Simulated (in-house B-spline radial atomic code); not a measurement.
Results of a calculation; reference values are marked as such.
# Correlation energy from the adiabatic connection: −Z/r, Z = 0.94

Two electrons in a singlet, external potential −Z/r, Z = 0.94 (atomic units). Full CI in B-splines (partial waves to l = 8, correlation up to 0.6 % small) with the density held fixed gives W(λ) = <V_ee>_λ − U, and E_c is the integral of W(λ) − W(0) from 0 to 1.

| λ | W(λ) − W(0) (hartree) |
| --- | --- |
| 0 | 0.00000 |
| 0.02 | -0.00314 |
| 0.05 | -0.00756 |
| 0.12 | -0.01665 |
| 0.25 | -0.03023 |
| 0.4 | -0.04230 |
| 0.6 | -0.05452 |
| 0.8 | -0.06384 |
| 1 | -0.07123 |

(1) Integrate the table by the trapezoid rule.

(2) Now use only three numbers: W(0) = -0.33167, the initial slope W'(0) = -0.1613 (extrapolated from the first points) and the strong-coupling limit of the point-charge-plus-continuum model, W∞ = -0.49051. What do second-order theory and the interpolation W(λ) = W∞ + (W(0) − W∞)/√(1 + 2χλ) of Seidl, Perdew and Levy give?

Results:

(1) The strips give -0.00003, -0.00016, -0.00085, -0.00305, -0.00544, -0.00968, -0.01184, -0.01351, which sum to -0.04455 hartree. The direct value, W(1) − W(0) + T_c with T_c = 0.02646, is -0.04476; the curve is convex, so chords lie above it and the trapezoids fall short in size by 0.47 %.

(2) Second order keeps the slope alone: E_c = W'(0)/2 = -0.08065, +80 % in size against -0.04476. Matching the slope fixes χ = W'(0)/(W∞ − W(0)) = -0.1613/(-0.15884) = 1.01549. Integrating, with s = √(1 + 2χ) = 1.740969, E_c = −(W(0) − W∞)(s − 1)/(s + 1) = −0.15884 × 0.740969/2.740969 = -0.04294 hartree, -4.1 % in size against the full result. At λ = 1 the formula gives W − W(0) = -0.06760 against -0.07123. Part of the miss can come from the model's W∞.
